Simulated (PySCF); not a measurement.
Circular dichroism: `C[C@@H]1NC[C@@H]1[AsH2]`, C₄H₁₀AsN

Geometry (Å), atoms numbered from 1 in this order:
```xyz
16

C    -1.3589    1.2520   -0.5849
C    -0.8732   -0.1598   -0.3183
N    -0.6640   -0.4790    1.0968
C     0.5406   -1.2410    0.7773
C     0.6118   -0.4840   -0.5532
As    1.8035    1.0984   -0.5409
H    -1.2006    1.5022   -1.6336
H    -2.4177    1.3461   -0.3540
H    -0.8024    1.9514    0.0403
H    -1.5275   -0.8827   -0.8342
H    -1.4095   -0.9813    1.5681
H     1.3553   -1.0857    1.4920
H     0.3762   -2.3207    0.6526
H     0.8224   -1.0901   -1.4395
H     1.7026    1.3235    0.9354
H     3.0337    0.2597   -0.3154
```

Method: TDDFT BHandHLYP/def2-SVPD circular dichroism and optical rotation, one conformer, gas phase in PySCF 2.14.0. Geometry: GFN2-xTB.

The molecule is flexible and this is one conformer; a measurement averages over conformers. The calculation is non-relativistic, which matters for the atoms heavier than Zn. States above about 7.9 eV lie in this functional's continuum (it starts at minus the energy of the highest occupied orbital, well below the true ionisation energy for most functionals) and depend on the basis.

(1) What are the CIP labels of the stereocentres?

(2) List the lowest 12 singlet excitations with oscillator and rotatory strengths.

## Answers

(1) C2 S, C5 S.

(2) Rotatory strengths R in 10⁻⁴⁰ esu² cm², velocity form and length form (origin at the centre of mass); f in length form.
| state | E (eV) | λ (nm) | f | R (velocity) | R (length) | main |
| --- | --- | --- | --- | --- | --- | --- |
| 1 | 6.51 | 191 | 0.005 | +5.5 | +5.7 | HOMO→LUMO 0.51, HOMO→LUMO+1 0.13 |
| 2 | 6.71 | 185 | 0.079 | +45.1 | +43.7 | HOMO→LUMO+1 0.29, HOMO−1→LUMO 0.28 |
| 3 | 7.01 | 177 | 0.091 | +11.2 | +9.1 | HOMO→LUMO+3 0.28, HOMO−1→LUMO+3 0.20 |
| 4 | 7.04 | 176 | 0.140 | +3.2 | +6.3 | HOMO−1→LUMO+2 0.18, HOMO→LUMO+2 0.16 |
| 5 | 7.21 | 172 | 0.008 | -2.3 | -1.7 | HOMO→LUMO+1 0.34, HOMO−1→LUMO+1 0.29 |
| 6 | 7.47 | 166 | 0.021 | -42.2 | -43.0 | HOMO→LUMO+4 0.32, HOMO→LUMO+3 0.26 |
| 7 | 7.53 | 165 | 0.031 | -4.5 | -2.2 | HOMO→LUMO+2 0.27, HOMO→LUMO+5 0.17 |
| 8 | 7.67 | 162 | 0.006 | +1.1 | +1.2 | HOMO−1→LUMO 0.20, HOMO→LUMO+4 0.20 |
| 9 | 7.80 | 159 | 0.019 | +3.2 | +2.7 | HOMO−1→LUMO+2 0.38, HOMO→LUMO+2 0.17 |
| 10 | 7.88 | 157 | 0.039 | +10.6 | +10.1 | HOMO→LUMO+5 0.36, HOMO−1→LUMO+3 0.20 |
| 11 | 8.10 | 153 | 0.010 | +10.5 | +10.5 | HOMO−1→LUMO+4 0.54, HOMO−1→LUMO+3 0.18 |
| 12 | 8.27 | 150 | 0.007 | +20.9 | +20.0 | HOMO−1→LUMO+5 0.60, HOMO→LUMO+5 0.20 |

Among the states computed, the strongest CD band (largest |R|) is state 2. The largest dissymmetry factor in size, g = 4R/(D+G), with D and G the electric and magnetic dipole strengths, is +0.037 for state 12 (velocity form, f = 0.007), among bands with |R| over 0.5. The mirror image has the same energies and oscillator strengths and all R with the opposite sign.
